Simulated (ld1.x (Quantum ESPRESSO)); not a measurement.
**Before and after: TM potential for B (Z = 5)**

```json
{"Element": "boron (B)", "Generator": "ld1.x (Quantum ESPRESSO) 7.5", "Type": "norm-conserving Troullier–Martins (Kleinman–Bylander form)", "Functional": "PBEsol", "Relativity": "non-relativistic", "Frozen core": "[He]", "Valence charge": "3", "Reference configuration": "2s1 2p0 (charge +2)", "Partial waves": "2p (bound, empty): rc 3.30 bohr; 3d channel at 0.4 Ry: rc 3.35 bohr; 2s (bound): rc 1.35 bohr", "Local potential": "the s channel", "Core correction": "none"}
```

Change: all radii scaled by about 0.73 (s 1.00, p 2.42, d 2.46 bohr).

Cutoffs: the cutoffs (Ry, on a coarse ladder) from which the occupation-weighted sum of valence levels, in a spherical-Bessel basis at the reference potential, stays within 10 and 1 mRy of its value at 400 Ry; they do not see the model core or the augmentation charge, which bear on the density cutoff. Errors are all-electron minus pseudo energies relative to the spin-unpolarised reference configuration.

**Question.** How do hardness, ghosts and transferability respond?

**Answer.** The potential gets harder (21 Ry and 50 Ry → 50 Ry and 120 Ry); of the 7 tests that both files solve, the error grows in 0 and shrinks in 6 by more than 15 % and 0.3 meV (median size 334.7 → 157.0 meV); neither file shows a bound ghost. A smaller radius makes the pseudo-wave follow the all-electron one further in, where it bends more sharply, so more plane waves are needed. Less of the atom is replaced, so other configurations are described better.

```csv
quantity,base,changed
"cutoff, loose",21 Ry,50 Ry
"cutoff, tight",50 Ry,120 Ry
bound ghosts,none,none
"error for 2s2 2p1, meV [ΔE -33.40 eV]",+335,+157
"error for 2s2 2p0, meV [ΔE -25.25 eV]",+28,+27
"error for 2s2 2p0.5, meV [ΔE -30.54 eV]",+195,+103
"error for 2s0 2p3, meV [ΔE -21.75 eV]",+864,+381
"error for 2s1 2p1, meV [ΔE -19.14 eV]",+294,+142
"error for 2s2 2p1.3, meV [ΔE -34.12 eV]",+385,+174
"error for 2s1 2p2, meV [ΔE -27.58 eV]",+603,+260
```
